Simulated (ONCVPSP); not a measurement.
# Building the ONCV potential for oxygen (PBE, scalar-relativistic).

```
Element                 : O
Generator               : ONCVPSP 4.0.1
Type                    : optimised norm-conserving Vanderbilt (ONCV)
Functional              : PBE
Relativity              : scalar-relativistic
Frozen core             : [He]
Valence charge          : 6
Reference configuration : 2s2 2p4
Partial waves           : 2s: rc 0.85 bohr, ncon 3, nbas 6, qcut 7.9 1/bohr, 2 projectors, debl 1.5 Ha; 2p: rc 1.85 bohr, ncon 4, nbas 9, qcut 7.3 1/bohr, 1 projector; d scattering state at 0.41 Ha: rc 1.85 bohr, ncon 5, nbas 9, qcut 4.5 1/bohr, 2 projectors, debl 2 Ha
Local potential         : polynomial inside 0.85 bohr (lpopt 5, dvloc0 6 Ha)
Core correction         : polynomial model core, fcfact 0.6
```

- Cutoffs needed: 37 Ha and 123 Ha (the cutoffs (Ha) at which the residual kinetic energy of the hardest occupied pseudo-wave falls to 1 and 0.1 mHa per electron)
- Ghost test: no bound ghost flagged; no localised positive-energy state flagged
- Largest excitation error: +1978 meV (all-electron minus pseudo) for 2s2 2p1, out of 4 test configurations
- rms error of d²Exc/dni dnj: 1.14 mHa without and 1.62 mHa with the model core
